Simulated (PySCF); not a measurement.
In(I)(Me)2 (C₂H₆IIn), SMILES [CH3][In]([CH3])[I]. Atoms are numbered in the order given.

```xyz
10

In    -0.9865     0.1695     0.4261
I      1.5036    -0.2579    -0.6489
C     -1.3214    -1.0770     2.1724
H     -1.3357    -2.1352     1.8462
H     -2.2760    -0.8253     2.6718
H     -0.4756    -0.9347     2.8720
C     -2.0913     1.6611    -0.7010
H     -3.1170     1.7885    -0.3066
H     -2.1278     1.3425    -1.7605
H     -1.5419     2.6205    -0.6397
```
Charge 0, spin multiplicity 1.

Geometry: PBE-D3(BJ)/def2-SVP. The structure was generated by enumeration; whether it is a known compound was not checked. The def2 effective core potentials stand for the cores of I, In; spin–orbit coupling is left out.

Calculation: PySCF with ωB97X/def2-TZVP.

ESP charges are fitted to the potential on shells at 1.4 to 2.0 van der Waals radii. Atomic charges (e):

```csv
atom,ESP fit,Löwdin
In1,0.76,0.23
I2,-0.37,0.04
C3,-0.65,-0.52
H4,0.15,0.13
H5,0.16,0.12
H6,0.14,0.13
C7,-0.67,-0.52
H8,0.17,0.12
H9,0.15,0.13
H10,0.16,0.13
```
